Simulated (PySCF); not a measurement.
A structure optimised at PBE-D3(BJ)/def2-SVP, used in a PySCF frequency run:

```xyz
10

B      0.1163     0.1393     0.0000
O      1.1924    -0.6969     0.0000
C      1.0567    -2.1112     0.0000
H      0.5110    -2.4649    -0.9019
H      0.5110    -2.4649     0.9019
H      2.0713    -2.5540     0.0000
S      0.3973     1.9441     0.0000
H      1.7559     1.8406     0.0000
S     -1.5906    -0.5367     0.0000
H     -2.2174     0.6709     0.0000
```
Charge 0, spin multiplicity 1.

Task: Write its SMILES, formula and point group.

Result: COB(S)S, CH5BOS2, Cs

Task: What are its rotational constants (standard atomic weights)?

Result: 3.7029, 2.3343, 1.4452 GHz
